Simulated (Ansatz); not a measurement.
The cluster B7⁻, relaxed as a singlet with RKS PBE-D4/def2-SVPD in Ansatz, starting from the GFN1-xTB geometry. Force threshold 0.02 eV/Å.

The restricted singlet is unstable towards broken spin symmetry in Hartree–Fock (as tested in another run); at PBE-D4/def2-SVPD this wasn't settled. Another isomer (singlet) lies 0.73 eV lower at PBE0-D4/def2-TZVPD; other spin states weren't run for this one.

Start:

```xyz
7

B     1.2086   -0.2802   -1.2201
B     1.7308   -0.0929    0.1912
B    -0.2170   -0.0981   -1.7131
B    -1.6093    0.3402    0.5466
B    -0.5649    0.0872    1.6319
B    -1.4845   -0.2085   -0.8739
B     0.9364    0.2523    1.4375
```

```
         step  energy (eV)  largest force component (eV/Å)  SCF passes
            1   -4713.5059                           1.478         101
            2   -4713.9191                           0.345          53
            3   -4713.9480                           0.482          35
            4   -4714.0464                           0.743          55
            5   -4714.3665                           1.446          37
            6   -4715.0908                           1.660          34
            7   -4715.9711                           2.024          29
            8   -4716.8555                           1.362          29
            9   -4716.9867                           0.470          30
           10   -4717.0381                           0.395          23
           11   -4717.3092                           0.824          28
12 (rejected)   -4717.0455                           4.273          28
           13   -4717.4819                           0.465          29
           14   -4717.5596                           0.266          29
           15   -4717.5887                           0.112          28
           16   -4717.5914                           0.073          24
           17   -4717.5924                           0.023          24
           18   -4717.5924                           0.014          25
```

Force components are those of the run's own axes.

End:

```xyz
7

B     1.013   -0.132   -0.465
B     2.431   -0.089    0.201
B    -0.588   -0.133   -0.946
B    -1.762    0.139    0.286
B    -0.267    0.166    0.888
B    -2.138   -0.093   -1.173
B     1.311    0.141    1.209
```

Bonds formed: B1–B5, B1–B7, B3–B4, B3–B5 (atoms count from 1).

No frequencies were taken in this run, so the end may be a saddle point.

Hardware: 4 threads of Arm Neoverse V2 on a shared host. Wall time 18 s.
